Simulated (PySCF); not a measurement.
**Si5H9Cl3O**

Si5H9Cl3O is a molecule, neutral, singlet. The structure, one conformer, was relaxed in the gas phase by PBE0-D3(BJ)/def2-SVP. No frequency run checks that it is a minimum.

SMILES: [SiH3][Si]([SiH3])([SiH3])O[Si](Cl)(Cl)Cl

Coordinates in Å:
```
Si1    -0.243    1.776   -2.016
Si2    -0.143    0.181   -0.303
Si3    -2.066    0.282    1.047
Si4     0.072   -1.985   -1.194
O5      1.232    0.568    0.623
Si6     2.033    0.002    1.912
Cl7     0.797   -0.026    3.542
Cl8     3.633    1.196    2.290
Cl9     2.671   -1.908    1.554
H10    -1.437    1.481   -2.868
H11    -0.374    3.149   -1.441
H12     0.990    1.707   -2.857
H13    -2.129   -0.876    1.987
H14    -2.097    1.561    1.819
H15    -3.251    0.231    0.135
H16    -1.028   -2.163   -2.193
H17    -0.068   -3.024   -0.130
H18     1.389   -2.141   -1.882
```

Shieldings: GIAO PBE0/pcSseg-1. Shifts are against computed references at the same level: H TMS (σ 31.27 ppm), Si TMS (σ 352.0 ppm). Core levels by delta-SCF with SCAN, pcX-2 on the ionised atom and pcseg-1 elsewhere, spin-free X2C (2p3/2 is the spin-free 2p value less a third of a first-order spin-orbit splitting); from the vacuum level, for chosen atoms.

(1) Give the shieldings and core levels atom by atom.

(2) Which of Si1, Si2, Si3, Si4 holds its core electrons tightest, and by how much against the loosest?

(3) By CAM-B3LYP/def2-SVPD (TDDFT singlets, Tamm-Dancoff triplets, ionisation by delta-SCF), where does absorption start, and what does vertical ionisation take?

## Answers

(1) 
| atoms | bonded to | σ (ppm) | δ (ppm) | core level (eV) |
| --- | --- | --- | --- | --- |
| Si1 | 1 Si + 3 H | 452.1 | -100.1 | 2p3/2 106.64 |
| Si2 | 1 O + 3 Si | 343.2 | 8.8 | 2p3/2 106.96 |
| Si3 | 1 Si + 3 H | 452.5 | -100.5 | 2p3/2 106.55 |
| Si4 | 1 Si + 3 H | 452.6 | -100.6 | 2p3/2 106.55 |
| O5 | 2 Si | 249.1 | - | 1s 538.30 |
| Si6 | 3 Cl + 1 O | 366.0 | -14.0 | - |
| Cl7 | 1 Si | 784.4 | - | - |
| Cl8 | 1 Si | 797.6 | - | - |
| Cl9 | 1 Si | 783.9 | - | - |
| H10 H11 H12 | 1 Si | 27.52 | 3.75 | - |
| H13 H14 H15 | 1 Si | 27.47 | 3.80 | - |
| H16 H17 H18 | 1 Si | 27.46 | 3.80 | - |

Values are those of this one static structure, with the three H of a rotating XH3 group averaged; atoms that internal rotation interchanges would show their mean in an NMR spectrum.

(2) Si2 (bonded to 1 O + 3 Si), by 0.41 eV over Si3 (bonded to 1 Si + 3 H).

(3) The lowest singlet lies at 5.68 eV (f 0.009), the strongest of the first 6 at 6.92 eV (f 0.152), the lowest triplet at 5.08 eV; vertical ionisation takes 9.56 eV.

The 3 runs behind this took 8 min in all, one thread each of Intel Xeon Platinum 8488C on a shared host, launched as `OMP_NUM_THREADS=1 python cluster_run.py task.json out`.
